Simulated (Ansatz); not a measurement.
Ansatz (a first-principles code) input (B3LYP/LANL2DZ): The .json file is the Basis Set Exchange's LANL2DZ.

Ansatz 0.2 input:
```yaml
crystal:
  periodic: [false, false, false]
  atoms:
    - {symbol: C, position_ang: [-0.84972708, -0.84703727, 0.07635384]}
    - {symbol: C, position_ang: [-1.00145512, 0.61530386, -0.25263998]}
    - {symbol: C, position_ang: [0.22649702, 0.12658270, 0.45818837]}
    - {symbol: N, position_ang: [1.44803905, 0.08197280, -0.30345838]}
    - {symbol: H, position_ang: [-0.62496805, -1.51695526, -0.74192684]}
    - {symbol: H, position_ang: [-1.46523650, -1.26651742, 0.86044423]}
    - {symbol: H, position_ang: [-1.72098136, 1.19832851, 0.30590941]}
    - {symbol: H, position_ang: [-0.87624038, 0.90478477, -1.28676381]}
    - {symbol: H, position_ang: [0.29173597, 0.37157266, 1.51705422]}
    - {symbol: H, position_ang: [1.92128146, 0.97790048, -0.28980903]}
    - {symbol: H, position_ang: [2.08624664, -0.61201908, 0.06788706]}
basis:
  gaussian:
    orbitals: LANL2DZ.json
hamiltonian:
  xc: {name: B3LYP}
relax: {f_tol: 0.003, max_steps: 120}
```

From the output:

```
these checks for a lower state are left out or cut short: starts, cluster_reference, orbital_swaps, neighbouring_geometries, increment
integrals: 0.01 GiB planned
718 factors; integrals over basis functions are off by at most 2.8e-4 eV
mean field: 0.16 GiB planned
mean field evaluation 16: about -4713.3611 eV, gradient 1.9e0 eV
mean field -4713.34297177 eV, -173.2121593938 hartree, gradient 2.6e-5 eV, S^2 0.000000; 0 other end points of the search recorded, 0 dependent functions left out
the calculation of the forces begins
reference -4713.34317433 eV, -173.2121668379 hartree; 16, 16 occupied and 34, 34 virtual orbitals, 718 factors
relax step   2: F+E_penalty+E_count = -4713.34297177 eV  Δ(F+E_penalty+E_count) = -6.229e-2 eV  max|allowed force component| = 4.420e-1 eV/Å  Δτ_max = 0.0382 Å  (25 SCF iters, accepted)
these checks for a lower state are left out or cut short: starts, cluster_reference, orbital_swaps, neighbouring_geometries, increment
integrals: 0.01 GiB planned
718 factors; integrals over basis functions are off by at most 2.8e-4 eV
mean field: 0.16 GiB planned
mean field -4713.35702277 eV, -173.2126757587 hartree, gradient 2.6e-5 eV, S^2 0.000000; 0 other end points of the search recorded, 0 dependent functions left out
the calculation of the forces begins
reference -4713.35722619 eV, -173.2126832342 hartree; 16, 16 occupied and 34, 34 virtual orbitals, 718 factors
relax step   3: F+E_penalty+E_count = -4713.35702277 eV  Δ(F+E_penalty+E_count) = -1.405e-2 eV  max|allowed force component| = 1.916e-1 eV/Å  Δτ_max = 0.0243 Å  (25 SCF iters, accepted)
these checks for a lower state are left out or cut short: starts, cluster_reference, orbital_swaps, neighbouring_geometries, increment
integrals: 0.01 GiB planned
718 factors; integrals over basis functions are off by at most 2.8e-4 eV
mean field: 0.16 GiB planned
mean field evaluation 32: about -4713.3734 eV, gradient 2.0e0 eV
mean field -4713.35872738 eV, -173.2127384020 hartree, gradient 8.9e-6 eV, S^2 0.000000; 0 other end points of the search recorded, 0 dependent functions left out
the calculation of the forces begins
reference -4713.35893118 eV, -173.2127458914 hartree; 16, 16 occupied and 34, 34 virtual orbitals, 718 factors
relax step   4: F+E_penalty+E_count = -4713.35872738 eV  Δ(F+E_penalty+E_count) = -1.705e-3 eV  max|allowed force component| = 2.772e-1 eV/Å  Δτ_max = 0.0311 Å  (26 SCF iters, accepted)
these checks for a lower state are left out or cut short: starts, cluster_reference, orbital_swaps, neighbouring_geometries, increment
integrals: 0.01 GiB planned
718 factors; integrals over basis functions are off by at most 2.8e-4 eV
mean field: 0.16 GiB planned
mean field -4713.36073025 eV, -173.2128120061 hartree, gradient 9.3e-6 eV, S^2 0.000000; 0 other end points of the search recorded, 0 dependent functions left out
the calculation of the forces begins
reference -4713.36093384 eV, -173.2128194879 hartree; 16, 16 occupied and 34, 34 virtual orbitals, 718 factors
relax step   5: F+E_penalty+E_count = -4713.36073025 eV  Δ(F+E_penalty+E_count) = -2.003e-3 eV  max|allowed force component| = 1.507e-2 eV/Å  Δτ_max = 0.0076 Å  (28 SCF iters, accepted)
these checks for a lower state are left out or cut short: starts, cluster_reference, orbital_swaps, neighbouring_geometries, increment
integrals: 0.01 GiB planned
718 factors; integrals over basis functions are off by at most 2.8e-4 eV
mean field: 0.16 GiB planned
mean field -4713.36076016 eV, -173.2128131054 hartree, gradient 8.4e-5 eV, S^2 0.000000; 0 other end points of the search recorded, 0 dependent functions left out
the calculation of the forces begins
reference -4713.36096379 eV, -173.2128205884 hartree; 16, 16 occupied and 34, 34 virtual orbitals, 718 factors
relax step   6: F+E_penalty+E_count = -4713.36076016 eV  Δ(F+E_penalty+E_count) = -2.991e-5 eV  max|allowed force component| = 9.671e-3 eV/Å  Δτ_max = 0.0018 Å  (19 SCF iters, accepted)
these checks for a lower state are left out or cut short: starts, cluster_reference, orbital_swaps, neighbouring_geometries, increment
integrals: 0.01 GiB planned
718 factors; integrals over basis functions are off by at most 2.8e-4 eV
mean field: 0.16 GiB planned
mean field -4713.36076830 eV, -173.2128134045 hartree, gradient 3.4e-5 eV, S^2 0.000000; 0 other end points of the search recorded, 0 dependent functions left out
the calculation of the forces begins
reference -4713.36097191 eV, -173.2128208870 hartree; 16, 16 occupied and 34, 34 virtual orbitals, 718 factors
relax step   7: F+E_penalty+E_count = -4713.36076830 eV  Δ(F+E_penalty+E_count) = -8.140e-6 eV  max|allowed force component| = 1.337e-3 eV/Å  Δτ_max = 0.0006 Å  (18 SCF iters, accepted)
integrals: 0.01 GiB planned
718 factors; integrals over basis functions are off by at most 2.8e-4 eV
mean field: 0.16 GiB planned
mean field evaluation 64: about -4713.3949 eV, gradient 1.3e-1 eV
mean field -4713.36076830 eV, -173.2128134045 hartree, gradient 3.4e-5 eV, S^2 0.000000; 1 other end points of the search recorded, 0 dependent functions left out
the calculation of the forces begins
reference -4713.36097191 eV, -173.2128208870 hartree; 16, 16 occupied and 34, 34 virtual orbitals, 718 factors
Total energy: -4713.36097191 eV, -173.2128208870 hartree
Atom 0 at    -0.857560    -0.861093     0.079866 Å, force     0.000138    -0.000127    -0.000486 eV/Å
Atom 1 at    -1.012032     0.627691    -0.255077 Å, force     0.000132    -0.000067    -0.000499 eV/Å
Atom 2 at     0.229448     0.134879     0.493705 Å, force     0.000263     0.000176     0.000662 eV/Å
Atom 3 at     1.478333     0.100446    -0.235319 Å, force    -0.000622    -0.000062     0.000012 eV/Å
Atom 4 at    -0.613821    -1.529990    -0.739387 Å, force     0.000001    -0.000613    -0.000657 eV/Å
Atom 5 at    -1.489502    -1.287470     0.853747 Å, force    -0.000025     0.001337     0.000470 eV/Å
Atom 6 at    -1.748557     1.209274     0.292036 Å, force     0.000216    -0.000988     0.000994 eV/Å
Atom 7 at    -0.867980     0.919568    -1.290482 Å, force    -0.000090     0.000264    -0.000855 eV/Å
Atom 8 at     0.265025     0.378482     1.560083 Å, force    -0.000105     0.000027     0.000167 eV/Å
Atom 9 at     1.940330     0.995965    -0.359549 Å, force     0.000045     0.000038     0.000092 eV/Å
Atom 10 at     2.111508    -0.653835     0.011618 Å, force     0.000048     0.000014     0.000098 eV/Å
Dipole moment:     0.140505     0.058714     0.196179 e Å
```

The geometry given is a B3LYP-D3(BJ)/def2-TZVP minimum.
